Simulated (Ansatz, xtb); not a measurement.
Redistribution: CH6O3Si + C2H10Si2 → CH8O2Si2 + C2H8OSi

Species: CH6O3Si `CO[SiH](O)O`, singlet; C2H10Si2 `CC[SiH2][SiH3]`, singlet; CH8O2Si2 `CO[SiH](O)[SiH3]`, singlet; C2H8OSi `CC[SiH2]O`, singlet. The partners trade OH for SiH3; both sit on Si, so the bond types are kept.

Shapes, held fixed at every level: PBE0-D4/def2-TZVP. Flexible molecules stand in one conformer, not always the lowest. Programs: Ansatz 0.2.0, xtb 6.7.1. The zero-point and thermal change to 298 K, harmonic and unscaled (PBE0-D4/def2-TZVP), is -0.1 kJ/mol.

| level | kind | ΔH(298 K) (kJ/mol) | less CCSD(T)/CBS estimate | CPU time (sum over the molecules) |
| --- | --- | --- | --- | --- |
| GFN1-xTB | semi-empirical | -42.2 | -82.6 | 0.15 s |
| HF/def2-SVP | Hartree–Fock | +42.6 | +2.2 | – |
| SPW92/def2-TZVPP | LDA | +42.1 | +1.7 | 29 s |
| PBE-D4/def2-TZVPP | GGA | +37.7 | -2.7 | 52 s |
| B3LYP-D4/def2-TZVPP | global hybrid | +37.4 | -3.0 | 1.8 min |
| wB97X-V/def2-TZVPP | range-separated hybrid | +38.1 | -2.3 | 2.6 min |
| MP2/def2-TZVPP | perturbation theory | +40.6 | +0.2 | – |
| CCSD(T)/CBS estimate | coupled cluster or CI | +40.4 | 0.0 | 62 min |

The highest level, CCSD(T)/CBS estimate, gives ΔH(298 K) = +40.4 kJ/mol; the levels span -42.2 to +42.6. They disagree on the sign: 7 of 8 are positive. GFN1-xTB strays far from the other rows. The column of differences is taken from that level and isn't an error. No measured value is set beside it here. The CBS estimate extrapolates MP2 from def2-TZVPP and def2-QZVPP and adds CCSD(T) − MP2 in the triple-zeta set, cores frozen. Times are processor times on shared x86 and Arm servers, and rough.
